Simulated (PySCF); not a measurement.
C4H9FSi, SMILES FC1([SiH3])CCC1.

Geometry optimised at PBE0-D3(BJ)/def2-SVP. The structure was generated by enumeration, and PubChem lists no compound with its InChIKey, so it may never have been made.

Vertical ionisation energy (IE) and electron affinity (EA) in eV. Rows of orbital energies are one-electron estimates. Where ΔSCF, EOM or ADC give a negative EA the extra electron is unbound and the value depends on the basis.

| level | IE | EA |
|---|---|---|
| −ε(HOMO), −ε(LUMO), CAM-B3LYP/def2-TZVP (PySCF) | 9.29 | -1.51 |
| −ε(HOMO), −ε(LUMO), PBE/def2-TZVP (PySCF) | 6.54 | 0.27 |
